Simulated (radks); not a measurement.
Problem. Eu9+, configuration [Kr] 4d10 4f5 5s2 5d1 (not the ground configuration). Calculated with a radial shooting solver on a logarithmic mesh with Libxc functionals: Dirac Kohn-Sham, exchange-only PBE, spin-unpolarised, spherical densities, point nucleus; open shells are shared between the two j in proportion to 2j + 1.

Spin-orbit splittings of the eigenvalues, e(l+1/2) - e(l-1/2), with zeta = 2 splitting/(2l+1) and mean radii in bohr:

shell  occ.  splitting (eV)  zeta (eV)  <r> j=l-1/2  <r> j=l+1/2
2p        6           648.2      432.2      0.07906      0.08579
3p        6           132.2      88.11       0.2388       0.2516
3d       10           28.76      11.50       0.2235       0.2275
4p        6           29.58      19.72       0.5755       0.6038
4d       10           5.405      2.162       0.6371       0.6466
4f        5          0.8178     0.2337       0.7560       0.7613
5d        1               ?          ?        1.580        1.596

Estimate the 5d splitting.

Solution. 1.006 eV (zeta = 0.4026 eV).
